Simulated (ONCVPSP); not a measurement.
**Logarithmic derivatives: magnesium, ONCV**

```
Element                 : Mg (Z = 12)
Generator               : ONCVPSP 4.0.1
Type                    : optimised norm-conserving Vanderbilt (ONCV)
Functional              : PBE
Relativity              : scalar-relativistic
Frozen core             : [Ne]
Valence charge          : 2
Reference configuration : 3s1.5 (charge +0.5)
Partial waves           : 3s: rc 1.90 bohr, ncon 4, nbas 7, qcut 2.9 1/bohr, 2 projectors, debl 1.4 Ha; p scattering state at 0.37 Ha: rc 1.65 bohr, ncon 3, nbas 7, qcut 5.3 1/bohr, local; d scattering state at 0.02 Ha: rc 1.65 bohr, ncon 4, nbas 8, qcut 5.8 1/bohr, 2 projectors, debl 2.4 Ha
Local potential         : the p channel
Core correction         : Teter function, fcfact 4.5, rcfact 1.15
```

The phase is arctan(r·R′/R) of the radial function R(r), unwrapped; energies in Ha, scanned from -2 to 5 Ha. A pole is an energy at which the radial function vanishes at the test radius. The pseudo phase is shifted by a multiple of π to meet the all-electron one at the reference energy, and phase errors are pseudo minus all-electron; the curves can meet again beyond the range given. Levels narrower than the energy grid can be missing from the lists of poles. Where the grid stepped over a known ghost or core level, its pole and its step of π were put in at the level’s energy.

Q: For each channel, where are the poles, and over which energies does the pseudopotential scatter like the atom?

A:

```
channel  radius (bohr)  reference energy (Ha)  poles, all-electron  poles, pseudo  unbroken range about the reference energy with phases within 0.05 rad  phase error 1 Ha above the reference energy (rad)
      s           1.93                  -0.29                 2.17           2.15                                                              below 3.4                                             -0.000
      p           1.67                   0.37   -1.87, -1.75, 3.85           2.71                                                            -0.3 to 1.0                                             -0.075
      d           1.67                   0.02                 3.18           3.19                                                        the whole range                                             +0.001
```

Phases in the d channel:

| E (Ha) | all-electron | pseudo |
| --- | --- | --- |
| -1.98 | 1.195 | 1.195 |
| -1.80 | 1.175 | 1.176 |
| -1.62 | 1.153 | 1.153 |
| -1.44 | 1.127 | 1.127 |
| -1.26 | 1.097 | 1.097 |
| -1.08 | 1.061 | 1.062 |
| -0.90 | 1.018 | 1.018 |
| -0.72 | 0.966 | 0.966 |
| -0.54 | 0.900 | 0.901 |
| -0.36 | 0.817 | 0.818 |
| -0.18 | 0.710 | 0.710 |
| 0.00 | 0.568 | 0.569 |
| 0.18 | 0.383 | 0.383 |
| 0.36 | 0.147 | 0.147 |
| 0.54 | -0.128 | -0.127 |
| 0.72 | -0.407 | -0.407 |
| 0.90 | -0.654 | -0.654 |
| 1.08 | -0.852 | -0.851 |
| 1.26 | -1.003 | -1.003 |
| 1.44 | -1.119 | -1.119 |
| 1.62 | -1.209 | -1.209 |
| 1.80 | -1.280 | -1.280 |
| 1.98 | -1.338 | -1.338 |
| 2.16 | -1.386 | -1.386 |
| 2.34 | -1.428 | -1.428 |
| 2.52 | -1.464 | -1.464 |
| 2.70 | -1.496 | -1.496 |
| 2.88 | -1.525 | -1.525 |
| 3.06 | -1.553 | -1.553 |
| 3.24 | -1.579 | -1.579 |
| 3.42 | -1.605 | -1.604 |
| 3.60 | -1.631 | -1.629 |
| 3.78 | -1.657 | -1.655 |
| 3.96 | -1.685 | -1.683 |
| 4.14 | -1.715 | -1.712 |
| 4.32 | -1.749 | -1.744 |
| 4.50 | -1.789 | -1.780 |
| 4.68 | -1.836 | -1.823 |
| 4.86 | -1.895 | -1.875 |
